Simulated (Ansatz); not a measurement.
`BCBCl` + HCl → `ClBCCl` + BH₃ at 600 K and 1 bar (substitution at a C–B bond).

Calculated with Ansatz (gas phase, PBE0-D4/def2-TZVP geometries, no zero-point term in ΔE). CCSD(T)/CBS is the MP2 limit (def2-TZVPP, def2-QZVPP) plus CCSD(T) − MP2 in def2-TZVPP, frozen cores. This one scheme is used for every species. Each species was taken in one conformer, which may not be the lowest.

```csv
species,CCSD(T)/CBS energy (Eh),H − E (kJ/mol),S (J/(mol·K))
`BCBCl`,-550.44841,211.6,391.6
HCl,-460.38127,35.4,207.2
`ClBCCl`,-984.24021,154.6,374.2
BH₃,-26.55200,91.5,217.3
```

H − E and S are ideal-gas, rigid-rotor, harmonic terms from PBE0-D4/def2-TZVP, for one conformer and one mirror image of each species. 1 Eh = 2625.50 kJ/mol, R = 8.31446 J/(mol·K).

**Question.** By hand: ΔE, ΔH, ΔS and ΔG.

**Answer.** ΔE = (-984.24021) + (-26.55200) − (-550.44841) − (-460.38127) = 0.03747 Eh = 98.4 kJ/mol. Δ(H − E) = 154.6 + 91.5 − 211.6 − 35.4 = -0.9, so ΔH = 97.5 kJ/mol. ΔS = 374.2 + 217.3 − 391.6 − 207.2 = -7.3 J/(mol·K). ΔG = 97.5 − 600 × (-7.3)/1000 = 101.9 kJ/mol.

**Question.** By hand: the equilibrium constant, and the temperature at which ΔG would vanish if ΔH and ΔS stayed fixed.

**Answer.** log₁₀ K = −ΔG/(RT ln 10) = -8.9. ΔH and −TΔS have one sign here, so there is no such temperature.

The number of gas molecules stays the same, so ΔS is small and ΔH decides. A doubt of 5 kJ/mol in ΔE shifts log₁₀ K by 0.4 here. Other conformers and mirror images would add mixing entropy, several J/(mol·K) or more a flexible species. These are equilibria of isolated gas molecules and say nothing of rates. Largest T1 diagnostic: 0.012 (customary marks: 0.02 for closed shells, 0.045 for open ones).

ΔS is within the doubt of such terms, so its sign, and with it that verdict, could turn.
